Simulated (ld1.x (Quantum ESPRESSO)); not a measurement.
ruthenium (Ru) TM semilocal: all-electron and pseudo phase curves

```json
{
 "Element": "ruthenium",
 "Generator": "ld1.x (Quantum ESPRESSO) 7.5",
 "Type": "norm-conserving Troullier–Martins (semilocal form)",
 "Functional": "PBE",
 "Relativity": "scalar-relativistic",
 "Frozen core": "[Kr]",
 "Valence charge": "8",
 "Reference configuration": "4d6.5 5s0 5p0 (charge +1.5)",
 "Partial waves": "5s (bound, empty): rc 2.20 bohr; 5p (bound, empty): rc 3.40 bohr; 4f channel at 0.05 Ry: rc 3.40 bohr; 4d (bound): rc 1.70 bohr",
 "Local potential": "the d channel",
 "Core correction": "none"
}
```

The phase is arctan(r·u′/u) with u = r·R(r), unwrapped; energies in Ry, scanned from -3 to 5 Ry. A pole is an energy at which the radial function vanishes at the test radius. The pseudo phase is shifted by a multiple of π to meet the all-electron one at the reference energy, and phase errors are pseudo minus all-electron; the curves can meet again beyond the range given. Levels narrower than the energy grid can be missing from the lists of poles.

For each channel, where are the poles, and over which energies does the pseudopotential scatter like the atom?

```csv
channel,radius (bohr),reference energy (Ry),"poles, all-electron","poles, pseudo",unbroken range about the reference energy with phases within 0.05 rad,phase error 1 Ry above the reference energy (rad)
s,3.71,-1.07,"-0.61, 3.34","-0.61, 2.45",below 0.4,-0.009
p,3.71,-0.71,"0.10, 4.22","0.08, 3.32",below 1.0,-0.010
d,3.71,-1.33,"-1.29, 1.48","-1.29, 1.48",below 3.3,+0.001
f,3.71,0.05,"1.16, 3.68","1.23, 4.81",below 1.5,+0.020
```

Phases in the f channel:

```tsv
E (Ry)	all-electron	pseudo
-3.00	1.413	1.413
-2.52	1.398	1.398
-2.04	1.378	1.378
-1.56	1.350	1.350
-1.08	1.306	1.306
-0.60	1.221	1.221
-0.12	0.978	0.979
0.36	-0.501	-0.492
0.84	-1.419	-1.404
1.32	-1.630	-1.598
1.80	-1.849	-1.733
2.28	-3.406	-1.990
2.76	-4.494	-3.537
3.24	-4.644	-4.424
3.72	-4.717	-4.585
4.20	-4.779	-4.656
4.68	-4.864	-4.702
```
